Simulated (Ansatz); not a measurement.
Consider the ligand exchange at the In–C bond: `C=[CH][In]([CH3])[Cl]` + HCl → `C=[CH][In]([Cl])[Cl]` + CH₄.

Computed with Ansatz on PBE0-D4/def2-TZVP structures; ΔE is electronic, products minus reactants. CBS: MP2 limit from def2 TZ/QZ plus the TZ coupled-cluster correction, frozen cores. This one scheme is used for every species. DFT in def2-TZVPP. def2 core potentials past Kr. For In outer-core shells are correlated without core-valence functions, which leaves a few kJ/mol of doubt a bond. Each species was taken in one conformer, which may not be the lowest.

`C=[CH][In]([CH3])[Cl]`:

```xyz
11

C    -0.196    1.274    2.224
C    -0.751    0.969    1.054
In    0.259   -0.303   -0.305
C     0.020   -1.180   -2.232
Cl    2.321   -0.931    0.681
H     0.777    0.888    2.517
H    -0.692    1.925    2.942
H    -1.727    1.382    0.810
H     0.846   -0.858   -2.867
H     0.069   -2.265   -2.130
H    -0.926   -0.899   -2.693
```

HCl:

Cartesian coordinates in Å:
```
Cl -0.531 0.027 0.355
H 0.531 -0.027 -0.355
```

`C=[CH][In]([Cl])[Cl]`:

Cartesian coordinates in Å:
```
C -0.728 -1.118 0.784
C -0.444 0.177 0.704
In 0.750 0.906 -0.872
Cl 1.561 -0.576 -2.468
Cl 1.394 3.097 -1.247
H -1.342 -1.514 1.590
H -0.368 -1.843 0.060
H -0.823 0.871 1.448
```

CH₄:

Z-matrix (Å, degrees):
```
C
H 1 1.090
H 1 1.090 2 109.5
H 1 1.090 2 109.5 3 -120.0
H 1 1.090 2 109.5 3 120.0
```

| level | ΔE (kJ/mol) |
| --- | --- |
| BLYP | -138.8 |
| HF/def2-TZVPP | -160.9 |

(1) What does CCSD(T)/CBS give? (An estimate is asked.)

Largest T1 diagnostic among the species: 0.013.

Results:

(1) The calculation gave: -132.4 kJ/mol. The listed levels differ from it by -6.4, -28.5 kJ/mol.

From BLYP to BHLYP (50 % exact exchange), in def2-TZVPP and without D4, ΔE moves by −8.1 kJ/mol. At CCSD(T), def2-SVP lies −12.7 kJ/mol from the extrapolated value and def2-TZVPP +2.9 kJ/mol.

CCSD(T)/CBS has its own doubt, a few kJ/mol and more with outer-core shells, so smaller differences from it don't rank the levels.
